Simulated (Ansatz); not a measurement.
F$_{2}$O$_{2}$W (`[O]=[W](=[O])([F])[F]`) at its PBE0-D4/def2-TZVP geometry, where that method's forces vanish. The species carries charge 0 and has multiplicity 1. W: def2 effective core potential.

```xyz
5

O    -0.8041    0.1670   -1.4816
W     0.0008    0.0011   -0.0019
O     1.5083    0.7499   -0.1804
F    -0.9599    0.8784    1.3124
F     0.2550   -1.7963    0.3516
```

What forces (eV/Å) does B3LYP-D4/def2-TZVPP give on these atoms in Ansatz? (An estimate is asked.)

Computed: 
```
O1  -0.290  0.049 -0.504
W2  -0.091 -0.119  0.215
O3   0.524  0.254 -0.046
F4  -0.187  0.163  0.260
F5   0.045 -0.349  0.076
```

B3LYP here is the variant with VWN-RPA as its local correlation; programs differ in this.
